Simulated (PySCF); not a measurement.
Two species compared at the same levels of theory.

First species: C₆H₈N₃P.
SMILES with atom numbers: `[CH3:1][CH:2]([CH3:3])[n:4]1[cH:5][p:6][c:7]([C:8]#[N:9])[n:10]1` (hydrogens: H11, H12, H13 on C1; H14 on C2; H15, H16, H17 on C3; H18 on C5)

Cartesian coordinates in Å at the GFN2-xTB level; atoms count from 1:
```
atom  x, y, z in Å
C1    -1.6628   -0.1706   -1.1259
C2    -1.1297    0.0166    0.2921
C3    -1.1636    1.4832    0.7138
N4     0.2397   -0.4614    0.3515
C5     0.6856   -1.4479    1.1476
P6     2.3714   -1.7492    0.9588
C7     2.3156   -0.4410   -0.2452
C8     3.4332    0.0006   -0.9692
N9     4.3750    0.3273   -1.5371
N10    1.1287    0.1044   -0.4221
H11   -1.0488    0.3934   -1.8235
H12   -2.6876    0.1838   -1.1879
H13   -1.6395   -1.2209   -1.4091
H14   -1.7116   -0.5885    0.9955
H15   -0.7886    1.5994    1.7284
H16   -2.1823    1.8575    0.6738
H17   -0.5425    2.0702    0.0419
H18   -0.0010   -1.9507    1.8048
```

Second species: C3H11FN2Si2.
Atom-mapped SMILES: `[NH2:1][CH2:2]/[CH:3]=[CH:4]\[N:5]([SiH3:6])[SiH2:7][F:8]` (hydrogens: H9, H10 on N1; H11, H12 on C2; H13 on C3; H14 on C4; H15, H16, H17 on Si6; H18, H19 on Si7)

Levels: PBE0/pcSseg-1 for dipole moment, HOMO energy, LUMO energy and HOMO–LUMO gap; GFN2-xTB for rotational constant A and rotational constant C. Geometries: GFN2-xTB. Each structure is a single optimised conformer of the isolated species, non-relativistic unless stated; the electronic structure was computed with PySCF and density fitting.

The conformers computed, where there is a choice (atom-mapped SMILES and torsion angles):
- `[CH3:1][CH:2]([CH3:3])[n:4]1[cH:5][p:6][c:7]([C:8]#[N:9])[n:10]1`: C1–C2–N4–C5 -120°
- `[NH2:1][CH2:2]/[CH:3]=[CH:4]\[N:5]([SiH3:6])[SiH2:7][F:8]`: N1–C2–C3–C4 -23°, C3–C4–N5–Si6 -23°, C4–N5–Si7–F8 -24°, H–N1–C2–C3 -179°, H–N1–C2–C3 -58°

Values for the first species:

```
Dipole moment         : 7.12 D
HOMO energy           : -7.48 eV
LUMO energy           : -1.40 eV
HOMO–LUMO gap         : 6.08 eV
Rotational constant A : 1.987 GHz
Rotational constant C : 0.644 GHz
```

Question: Estimate the same properties for the second species, and the change in each.

Answer: 
```tsv
property	first	second	second less first
dipole moment	7.12 D	3.51 D	-3.61 D
HOMO energy	-7.48 eV	-6.08 eV	+1.40 eV
LUMO energy	-1.40 eV	0.48 eV	+1.88 eV
HOMO–LUMO gap	6.08 eV	6.56 eV	+0.48 eV
rotational constant A	1.987 GHz	2.350 GHz	+0.363 GHz
rotational constant C	0.644 GHz	0.761 GHz	+0.117 GHz
```

On the first: The dipole equals about 23.7 × 10⁻³⁰ C·m (1 D = 3.33564 × 10⁻³⁰ C·m).

On the second: In atomic units the dipole is 1.38 e·bohr (1 au = 2.5417 D).
